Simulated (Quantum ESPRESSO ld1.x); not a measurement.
Initial-state core-level shifts of the bismuth ion Bi2+ when its valence configuration changes from [Hg] 6p1. Method: Dirac Kohn-Sham, relativistic LDA (MacDonald-Vosko exchange, VWN5 correlation), spin-unpolarised, spherical densities, point nucleus; open shells are shared between the two j in proportion to 2j + 1; computed with ld1.x of Quantum ESPRESSO 7.5. Shifts are changes of the shell-averaged eigenvalues in eV (positive: less bound).

valence                          2p       3d       4s       5p
[Xe] 4f13 5d10 6s2 6p2      -23.008  -25.341  -22.099   -9.437
[Xe] 4f12.5 5d10 6s2 6p2.5  -34.833  -38.363  -33.354  -14.197
[Xe] 4f13.5 5d10 6s2 6p1.5  -11.395  -12.552  -10.979   -4.704
[Xe] 4f13.5 5d9.5 6s2 6p2   -14.867  -15.982  -14.329   -7.608
[Xe] 4f13.5 5d9.5 6p4       -18.181  -19.322  -17.678  -10.823
[Xe] 4f14 5d10 6p3           -3.426   -3.450   -3.462   -3.355
[Xe] 4f14 5d10 6s1 6p2       -1.740   -1.751   -1.757   -1.705
[Xe] 4f12 5d10 6s2 6p3      -46.869  -51.613  -44.738  -18.980
[Xe] 4f13 5d9.5 6s2 6p2.5   -26.542  -28.829  -25.496  -12.353
